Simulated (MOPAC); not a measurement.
Input file for MOPAC: PM3 on C2H10Si (a complex), monomers drawn apart or pushed together.

```
PM3 1SCF PRECISE CHARGE=0 THREADS=1
C2H10Si

C     -0.08744108 1     0.01240354 1     0.32097134 1
H     -0.33357381 1    -0.40106950 1    -0.65602036 1
H      0.57247743 1    -0.67456127 1     0.84870774 1
H      0.41208120 1     0.97190498 1     0.19233665 1
H     -1.00193496 1     0.15110197 1     0.89594749 1
C      0.60275019 1     1.13725288 1     4.56367856 1
Si    -0.20040216 1    -0.54280601 1     4.78681728 1
H      0.68992330 1     1.38828851 1     3.50578157 1
H      1.60358114 1     1.14967966 1     4.99913557 1
H      0.01339670 1     1.91668234 1     5.05009849 1
H     -1.56158503 1    -0.55670087 1     4.19826117 1
H     -0.31434638 1    -0.87760603 1     6.22778299 1
H      0.60265845 1    -1.60068101 1     4.12688307 1
```

It printed:

```
*******************************************************************************
 **                                                                           **
 **                              MOPAC v23.2.5                                **
 **                                                                           **
 *******************************************************************************
 ** MOPAC's Digital Object Identifier: https://doi.org/10.5281/zenodo.6511958 **
 **                                                                           **
 ** Please cite the open-source release paper for use of this MOPAC version:  **
 ** J. E. Moussa and J. J. P. Stewart (2026)                                  **
 ** MOPAC: An open-source semiempirical molecular orbital program             **
 ** J. Open Source Softw., 11(119), 8025, https://doi.org/10.21105/joss.08025 **
 *******************************************************************************

                              PM3 CALCULATION RESULTS

 *******************************************************************************
 *  PM3        - The PM3 Hamiltonian to be used
 *
 *
 *
 *                 CHARGE ON SYSTEM = 0
 *
 *
 *
 *  PRECISE    - TIGHTER CRITERIA TO BE USED
 *  1SCF       - DO 1 SCF AND THEN STOP
 *  THREADS=1  - MULTI-THREADING NOT USED
 *  T=         - A TIME OF 172800.0 SECONDS REQUESTED
 *  DUMP=N     - RESTART FILE WRITTEN EVERY 7200.0 SECONDS REQUESTED
 *******************************************************************************
PM3 1SCF PRECISE CHARGE=0 THREADS=1
 C2H10Si

   ATOM   CHEMICAL          X               Y               Z
  NUMBER   SYMBOL      (ANGSTROMS)     (ANGSTROMS)     (ANGSTROMS)

     1       C         -0.08744108  *   0.01240354  *   0.32097134  *
     2       H         -0.33357381  *  -0.40106950  *  -0.65602036  *
     3       H          0.57247743  *  -0.67456127  *   0.84870774  *
     4       H          0.41208120  *   0.97190498  *   0.19233665  *
     5       H         -1.00193496  *   0.15110197  *   0.89594749  *
     6       C          0.60275019  *   1.13725288  *   4.56367856  *
     7      Si         -0.20040216  *  -0.54280601  *   4.78681728  *
     8       H          0.68992330  *   1.38828851  *   3.50578157  *
     9       H          1.60358114  *   1.14967966  *   4.99913557  *
    10       H          0.01339670  *   1.91668234  *   5.05009849  *
    11       H         -1.56158503  *  -0.55670087  *   4.19826117  *
    12       H         -0.31434638  *  -0.87760603  *   6.22778299  *
    13       H          0.60265845  *  -1.60068101  *   4.12688307  *



          CARTESIAN COORDINATES

    NO.       ATOM           X           Y           Z

     1         C         -0.0874      0.0124      0.3210
     2         H         -0.3336     -0.4011     -0.6560
     3         H          0.5725     -0.6746      0.8487
     4         H          0.4121      0.9719      0.1923
     5         H         -1.0019      0.1511      0.8959
     6         C          0.6028      1.1373      4.5637
     7        Si         -0.2004     -0.5428      4.7868
     8         H          0.6899      1.3883      3.5058
     9         H          1.6036      1.1497      4.9991
    10         H          0.0134      1.9167      5.0501
    11         H         -1.5616     -0.5567      4.1983
    12         H         -0.3143     -0.8776      6.2278
    13         H          0.6027     -1.6007      4.1269

  H: (PM3): J. J. P. STEWART, J. COMP. CHEM. 10, 209 (1989).
  C: (PM3): J. J. P. STEWART, J. COMP. CHEM. 10, 209 (1989).
 Si: (PM3): J. J. P. STEWART, J. COMP. CHEM. 10, 209 (1989).

           Empirical Formula: C2 H10 Si  =    13 atoms



      MOLECULAR POINT GROUP   :   Cs


      RHF CALCULATION, NO. OF DOUBLY OCCUPIED LEVELS = 11


 -------------------------------------------------------------------------------
 PM3 1SCF PRECISE CHARGE=0 THREADS=1
 C2H10Si



     1SCF WAS SPECIFIED, SO BFGS WAS NOT USED
     SCF FIELD WAS ACHIEVED


                              PM3 CALCULATION
                                                       MOPAC v23.2.5 Linux




          FINAL HEAT OF FORMATION =        -17.28839 KCAL/MOL =     -72.33463 KJ/MOL


          COSMO AREA              =        141.72 SQUARE ANGSTROMS
          COSMO VOLUME            =        128.35 CUBIC ANGSTROMS

          IONIZATION POTENTIAL    =         11.116453 EV
          HOMO LUMO ENERGIES (EV) =        -11.116  0.695
          NO. OF FILLED LEVELS    =         11
          MOLECULAR WEIGHT        =         62.1865         POINT GROUP:  Cs

          MOLECULAR DIMENSIONS (Angstroms)

            Atom       Atom       Distance
            H    12    H     2     6.90030
            H    10    H    13     3.62130
            H     9    H    11     3.40774


          SCF CALCULATIONS        =          1





   ATOM   CHEMICAL          X               Y               Z
  NUMBER   SYMBOL      (ANGSTROMS)     (ANGSTROMS)     (ANGSTROMS)

     1       C         -0.08744108  *   0.01240354  *   0.32097134  *
     2       H         -0.33357381  *  -0.40106950  *  -0.65602036  *
     3       H          0.57247743  *  -0.67456127  *   0.84870774  *
     4       H          0.41208120  *   0.97190498  *   0.19233665  *
     5       H         -1.00193496  *   0.15110197  *   0.89594749  *
     6       C          0.60275019  *   1.13725288  *   4.56367856  *
     7      Si         -0.20040216  *  -0.54280601  *   4.78681728  *
     8       H          0.68992330  *   1.38828851  *   3.50578157  *
     9       H          1.60358114  *   1.14967966  *   4.99913557  *
    10       H          0.01339670  *   1.91668234  *   5.05009849  *
    11       H         -1.56158503  *  -0.55670087  *   4.19826117  *
    12       H         -0.31434638  *  -0.87760603  *   6.22778299  *
    13       H          0.60265845  *  -1.60068101  *   4.12688307  *

                             CARTESIAN COORDINATES

   1    C       -0.087441080     0.012403540     0.320971340
   2    H       -0.333573810    -0.401069500    -0.656020360
   3    H        0.572477430    -0.674561270     0.848707740
   4    H        0.412081200     0.971904980     0.192336650
   5    H       -1.001934960     0.151101970     0.895947490
   6    C        0.602750190     1.137252880     4.563678560
   7   Si       -0.200402160    -0.542806010     4.786817280
   8    H        0.689923300     1.388288510     3.505781570
   9    H        1.603581140     1.149679660     4.999135570
  10    H        0.013396700     1.916682340     5.050098490
  11    H       -1.561585030    -0.556700870     4.198261170
  12    H       -0.314346380    -0.877606030     6.227782990
  13    H        0.602658450    -1.600681010     4.126883070


           Empirical Formula: C2 H10 Si  =    13 atoms



      MOLECULAR POINT GROUP   :   Cs


                  EIGENVALUES
 -29.87481 -28.90124 -15.83043 -14.21010 -14.16242 -13.58118 -13.55156 -13.50921
 -11.37335 -11.12558 -11.11645   0.69467   1.69590   2.20323   2.20382   4.28175
   4.55723   4.62458   4.63129   4.64707   4.66086   4.66547


              NET ATOMIC CHARGES AND DIPOLE CONTRIBUTIONS

  ATOM NO.   TYPE          CHARGE      No. of ELECS.   s-Pop       p-Pop
    1          C          -0.113724        4.1137     1.11261     3.00112
    2          H           0.026338        0.9737     0.97366
    3          H           0.030530        0.9695     0.96947
    4          H           0.026324        0.9737     0.97368
    5          H           0.030394        0.9696     0.96961
    6          C          -0.272834        4.2728     1.15015     3.12268
    7         Si           0.454206        3.5458     0.95436     2.59143
    8          H           0.055954        0.9440     0.94405
    9          H           0.055505        0.9445     0.94450
   10          H           0.055502        0.9445     0.94450
   11          H          -0.115871        1.1159     1.11587
   12          H          -0.116445        1.1164     1.11644
   13          H          -0.115879        1.1159     1.11588
 DIPOLE           X         Y         Z       TOTAL
 POINT-CHG.     0.094     0.196    -0.012     0.218
 HYBRID         0.083     0.174    -0.025     0.195
 SUM            0.177     0.370    -0.037     0.412


          ATOMIC ORBITAL ELECTRON POPULATIONS

     Atom    s        px        py        pz
    1  C   1.11261   1.00203   0.99925   0.99983
    2  H   0.97366
    3  H   0.96947
    4  H   0.97368
    5  H   0.96961
    6  C   1.15015   1.03689   1.05313   1.03266
    7 Si   0.95436   0.87133   0.84009   0.88001
    8  H   0.94405
    9  H   0.94450
   10  H   0.94450
   11  H   1.11587
   12  H   1.11644
   13  H   1.11588

 **********************
 *                    *
 * JOB ENDED NORMALLY *
 *                    *
 **********************




 == MOPAC DONE ==
```

The run finished.

Cost: around 0.020 core-seconds (rough).
